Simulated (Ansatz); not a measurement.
Computed with frozen-core CCSD(T)/cc-pVDZ // B3LYP-D3(BJ)/def2-SVP run with Ansatz (a program for electronic structure).

Ansatz 0.2 input:
```yaml
crystal:
  periodic: [false, false, false]
  atoms:
    - { symbol: B, position_ang: [2.572243, -0.149497, -0.148549] }
    - { symbol: C, position_ang: [1.288742, 0.027748, 0.715792] }
    - { symbol: C, position_ang: [0.48433, 1.317191, 0.475348] }
    - { symbol: C, position_ang: [-0.35723, 1.193958, -0.801479] }
    - { symbol: C, position_ang: [-1.28874, -0.027725, -0.715795] }
    - { symbol: B, position_ang: [-2.572247, 0.149473, 0.148544] }
    - { symbol: C, position_ang: [-0.484326, -1.317174, -0.475346] }
    - { symbol: C, position_ang: [0.357232, -1.193939, 0.801485] }
    - { symbol: H, position_ang: [3.058007, -1.245082, -0.31148] }
    - { symbol: H, position_ang: [3.162124, 0.8145, -0.579326] }
    - { symbol: H, position_ang: [1.831351, 0.127286, 1.693735] }
    - { symbol: H, position_ang: [1.159718, 2.184956, 0.407967] }
    - { symbol: H, position_ang: [-0.194393, 1.505422, 1.328779] }
    - { symbol: H, position_ang: [-0.942189, 2.112877, -0.966139] }
    - { symbol: H, position_ang: [0.325765, 1.090168, -1.665877] }
    - { symbol: H, position_ang: [-1.831341, -0.127282, -1.693739] }
    - { symbol: H, position_ang: [-3.057904, 1.245059, 0.311787] }
    - { symbol: H, position_ang: [-3.162248, -0.814595, 0.579002] }
    - { symbol: H, position_ang: [-1.159717, -2.184935, -0.407961] }
    - { symbol: H, position_ang: [0.194397, -1.505408, -1.328775] }
    - { symbol: H, position_ang: [-0.325766, -1.090146, 1.66588] }
    - { symbol: H, position_ang: [0.942192, -2.112857, 0.966147] }
basis:
  gaussian: { orbitals: cc-pVDZ }
correlation:
  method: ccsd_t
```

Output:

```
Functional definition: HF
1652 factors; integrals over basis functions are off by at most 9.8e-4 eV
mean field evaluation 1: about -7742.2516 eV, gradient 3.8e1 eV
mean field evaluation 2: about -7742.5813 eV, gradient 3.8e1 eV
mean field evaluation 4: about -7747.2048 eV, gradient 6.2e0 eV
mean field evaluation 8: about -7747.3177 eV, gradient 1.4e-1 eV
mean field evaluation 16: about -7746.9832 eV, gradient 5.0e-1 eV
mean field -7747.31783159 eV, -284.7086789904 hartree, gradient 8.9e-6 eV, S^2 0.000000; 0 other end points of the search recorded, 0 dependent functions left out
8 core orbitals not correlated
reference -7747.31783159 eV, -284.7086789904 hartree; 22, 22 occupied and 152, 152 virtual orbitals, 1652 factors
second order -27.64406298 eV of doubles, -0.00000000 eV of singles
cycle   1  -29.40856987 eV  change    -1.8e0 eV  update   1.1e-1
cycle   2  -30.25283611 eV  change   -8.4e-1 eV  update   3.2e-2
cycle   3  -30.36158624 eV  change   -1.1e-1 eV  update   1.2e-2
cycle   4  -30.36022578 eV  change    1.4e-3 eV  update   3.3e-3
cycle   5  -30.36140536 eV  change   -1.2e-3 eV  update   1.5e-3
cycle   6  -30.36126454 eV  change    1.4e-4 eV  update   5.4e-4
cycle   7  -30.36096615 eV  change    3.0e-4 eV  update   2.2e-4
cycle   8  -30.36094712 eV  change    1.9e-5 eV  update   8.2e-5
cycle   9  -30.36094491 eV  change    2.2e-6 eV  update   3.0e-5
perturbative correction -0.98872359 eV, -0.0363349219 hartree
Total energy: -7778.66750010 eV, -285.8607580583 hartree
```

Cost: around 6 core-minutes (rough).
